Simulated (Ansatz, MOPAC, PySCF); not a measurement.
Pair of molecules: C2H4 (SMILES C=C) (first 6 atoms) with C2H6O (SMILES COC); geometry from B3LYP-D3(BJ)/def2-TZVP, rigid monomers moved along the line of their centres of mass till H5···O8 is 4.37 Å.
(charge 0, multiplicity 1):
```xyz
15

C      0.51837    -0.50382     0.28774
C     -0.39773     0.43656     0.46910
H      0.85996    -0.79039    -0.69980
H      0.96668    -1.02877     1.12301
H     -0.73507     0.71854     1.45918
H     -0.84211     0.95753    -0.37098
C      0.51497     0.84290     6.08588
O     -0.84339     0.56306     5.82601
C     -1.15485    -0.80428     5.98197
H      1.17503     0.29738     5.39958
H      0.78650     0.57868     7.11609
H      0.66106     1.91202     5.94121
H     -0.57407    -1.42901     5.29155
H     -2.21407    -0.92465     5.76101
H     -0.96030    -1.14306     7.00776
```

Interaction energies are E(AB) − E(A) − E(B) at the monomers' geometry in the complex; basis-set methods are counterpoise corrected. Rows marked so take none.

Cores are frozen in the correlated methods. Rows in 3-21G, 6-31G*, STO-3G carry no dispersion term and start afresh at each structure (6-31G* with six Cartesian d functions). The state that PM3, PM6 reach isn't checked.

The values were computed with Ansatz (an electronic-structure program); MOPAC for PM3, PM6 (differences of heats of formation); PySCF for 3-21G rows, 6-31G* rows, STO-3G rows, the dispersion terms. Values without a source in brackets are computed.

Other levels give for the interaction energy: PBE/def2-TZVPPD -0.14; B3LYP/def2-TZVPPD -0.03; B3LYP-D3(BJ)/def2-TZVPPD -0.26; wB97M-V/def2-TZVPPD -0.29; CCSD(T)/aug-cc-pVDZ -0.27 kcal/mol.

What do these common cheap choices give for the same quantity: PM3, PM6, HF/STO-3G (no counterpoise), HF/3-21G (no counterpoise), HF/6-31G*, HF/6-31G* (no counterpoise), B3LYP/3-21G (no counterpoise), B3LYP/6-31G*?

PM3 -0.05; PM6 -0.09; HF/STO-3G (no counterpoise) -0.04; HF/3-21G (no counterpoise) -0.13; HF/6-31G* -0.10; HF/6-31G* (no counterpoise) -0.12; B3LYP/3-21G (no counterpoise) -0.09; B3LYP/6-31G* -0.06 kcal/mol. They span -0.13 to -0.04 kcal/mol.
